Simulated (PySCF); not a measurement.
PySCF 2.14 output of an unrestricted LDA calculation on a single atom or ion in aug-cc-pCVQZ-DK, with the spin-free X2C one-electron Hamiltonian (Gaussian nucleus):

```
SCF conv_tol = 1e-09
number electrons alpha = 7  beta = 5
    P. A. M. Dirac.,  Math. Proc. Cambridge Philos. Soc. 26, 376 (1930)
    F. Bloch.,  Z. Phys. 57, 545 (1929)
    S. H. Vosko, L. Wilk, and M. Nusair.,  Can. J. Phys. 58, 1200 (1980)
cycle= 1 E= -199.256780497819  delta_E= -0.014  |g|= 0.0548  |ddm|= 1.94
cycle= 2 E= -199.256930320033  delta_E= -0.00015  |g|= 0.0426  |ddm|= 0.411
cycle= 3 E= -199.257147251499  delta_E= -0.000217  |g|= 0.000546  |ddm|= 0.141
cycle= 4 E= -199.257147299688  delta_E= -4.82e-08  |g|= 6.06e-05  |ddm|= 0.00682
cycle= 5 E= -199.257147301121  delta_E= -1.43e-09  |g|= 3.53e-06  |ddm|= 0.00127
cycle= 6 E= -199.257147301157  delta_E= -3.65e-11  |g|= 6.73e-08  |ddm|= 0.000283
converged SCF energy = -199.257147301157  <S^2> = 2.0000646  2S+1 = 3.000043
```

The run itself started from symmetry-adapted Hartree-Fock orbitals and held the occupation by maximum overlap, on a logarithmic radial grid, so the iterations belong to that start.

Task: Which element, charge and spin multiplicity is this?

Result: Mg (magnesium, neutral), multiplicity 3; the state was [Ne] 3s1 4s1, high-spin 3S determinant (an excited configuration).

The outer electron is Rydberg-like, and this basis confines it to a smaller radius and binds it less than a complete one would.
